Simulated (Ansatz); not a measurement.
The inner images of a band of ClH + F6W (9 atoms, charge 0, multiplicity 1) are given out of order.

Computed with Ansatz, RKS LDA/def2-SVP.

First end point:

```xyz
9
Properties=species:S:1:pos:R:3
W -0.121 -0.122 -0.161
F 0.067 0.086 1.677
F 1.707 -0.138 -0.334
F -0.154 1.704 -0.351
F -1.950 -0.129 0.046
F -0.112 -1.949 0.064
F -0.312 -0.333 -1.974
Cl 2.186 2.249 1.901
H 1.331 1.384 2.370
```

Last end point:

```xyz
9
Properties=species:S:1:pos:R:3
W 0.314 0.318 -0.365
F -0.229 -0.199 2.865
F 1.855 0.053 -1.343
F 0.042 1.843 -1.364
F -1.266 0.635 0.513
F 0.639 -1.250 0.533
F -0.624 -0.645 -1.626
Cl 1.487 1.522 1.198
H 0.425 0.476 2.825
```

Put them in order from the first end to the last, with their energies above the first end.
A.
```xyz
9
Properties=species:S:1:pos:R:3
W -0.040 -0.182 -0.205
F 0.402 -0.067 1.598
F 1.736 -0.453 -0.597
F 0.189 1.629 -0.387
F -1.803 0.093 0.243
F -0.277 -1.997 -0.012
F -0.485 -0.324 -1.980
Cl 1.698 2.619 2.156
H 1.222 1.434 2.422
```
B.
```xyz
9
Properties=species:S:1:pos:R:3
W 0.198 0.210 -0.083
F 0.388 -0.361 2.047
F 1.992 -0.023 -0.429
F 0.275 1.703 -1.174
F -1.449 0.592 0.641
F 0.190 -1.625 0.135
F -0.641 -0.346 -1.631
Cl 1.022 2.013 1.398
H 0.666 0.589 2.334
```
C.
```xyz
9
Properties=species:S:1:pos:R:3
W 0.062 -0.118 -0.181
F 0.464 -0.307 1.628
F 1.862 -0.336 -0.495
F 0.381 1.584 -0.796
F -1.540 0.485 0.494
F -0.111 -1.953 -0.147
F -0.742 -0.381 -1.816
Cl 1.240 2.462 1.984
H 1.027 1.316 2.569
```
D.
```xyz
9
Properties=species:S:1:pos:R:3
W 0.264 0.261 -0.140
F -0.005 -0.240 2.355
F 1.912 0.015 -0.939
F 0.117 1.752 -1.224
F -1.408 0.656 0.526
F 0.447 -1.497 0.377
F -0.565 -0.501 -1.605
Cl 1.400 1.760 1.271
H 0.480 0.546 2.617
```
E.
```xyz
9
Properties=species:S:1:pos:R:3
W 0.130 0.000 -0.101
F 0.277 -0.529 1.705
F 1.974 -0.048 -0.183
F 0.421 1.546 -1.075
F -1.406 0.754 0.590
F 0.281 -1.834 -0.287
F -0.922 -0.356 -1.578
Cl 1.028 2.106 1.661
H 0.859 1.113 2.505
```

A (0.00 eV), C (+0.20 eV), E (+0.22 eV), B (+0.41 eV), D (+0.61 eV).

Run time: 3.3 min on 4 threads of Intel(R) Xeon(R) Platinum 8488C (Sapphire Rapids), on a shared host, peak memory 0.24 GiB.
